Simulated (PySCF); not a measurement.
Excitation energy of P by level of theory

P [Ne] 3s2 3p3 (4S) → P [Ne] 3s1 3p3 4s1 (6S), as a difference of total energies. Computed with PySCF 2.14 in aug-cc-pwCVTZ, with no relativity, point nucleus. Correlated levels: nothing frozen. The calculations carry no spin-orbit coupling.

| method | excitation energy (cm⁻¹) |
| --- | --- |
| UHF | 86297 |
| MP2 (all electrons) | 99568 |
| SCS-MP2 (all electrons) | 103160 |
| CCSD (all electrons) | 100360 |
| CCSD(T) (all electrons) | 101230 |

The upper state lies above the first ionisation limit, but in LS coupling its spin forbids autoionisation to the ground ion. A Rydberg-like electron needs more diffuse functions than a valence basis has.

The promoted electron is Rydberg-like, and one or two diffuse shells describe it only roughly, which tends to raise the upper state.
